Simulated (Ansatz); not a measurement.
`NB(S)Cl` + HCl → `NB(Cl)Cl` + H₂S at 600 K and 1 bar (ligand exchange at a B–S bond).

Isolated molecules relaxed with PBE0-D4/def2-TZVP in Ansatz; ΔE leaves out vibrations. CCSD(T)/CBS is the MP2 limit (def2-TZVPP, def2-QZVPP) plus CCSD(T) − MP2 in def2-TZVPP, frozen cores. This one scheme is used for every species. One conformer a species, not always the lowest.

```
   species  CCSD(T)/CBS energy (Eh)  H − E (kJ/mol)  S (J/(mol·K))
 `NB(S)Cl`               -938.97645           157.6          376.4
       HCl               -460.38127            35.4          207.2
`NB(Cl)Cl`              -1000.39362           129.9          352.8
       H₂S               -398.97279            60.8          230.9
```

H − E and S are ideal-gas, rigid-rotor, harmonic terms from PBE0-D4/def2-TZVP, for one conformer and one mirror image of each species. 1 Eh = 2625.50 kJ/mol, R = 8.31446 J/(mol·K).

Q: By hand: ΔE, ΔH, ΔS and ΔG.

A: ΔE = (-1000.39362) + (-398.97279) − (-938.97645) − (-460.38127) = -0.00869 Eh = -22.8 kJ/mol. Δ(H − E) = 129.9 + 60.8 − 157.6 − 35.4 = -2.3, so ΔH = -25.1 kJ/mol. ΔS = 352.8 + 230.9 − 376.4 − 207.2 = 0.1 J/(mol·K). ΔG = -25.1 − 600 × (0.1)/1000 = -25.2 kJ/mol.

Q: By hand: the equilibrium constant, and the temperature at which ΔG would vanish if ΔH and ΔS stayed fixed.

A: log₁₀ K = −ΔG/(RT ln 10) = 2.2. ΔH and −TΔS have one sign here, so there is no such temperature.

The number of gas molecules stays the same, so ΔS is small and ΔH decides. A doubt of 5 kJ/mol in ΔE shifts log₁₀ K by 0.4 here. Other conformers and mirror images would add mixing entropy, several J/(mol·K) or more a flexible species. These are equilibria of isolated gas molecules and say nothing of rates. Largest T1 diagnostic: 0.011 (customary marks: 0.02 for closed shells, 0.045 for open ones).

ΔS is within the doubt of such terms, so its sign, and with it that verdict, could turn.
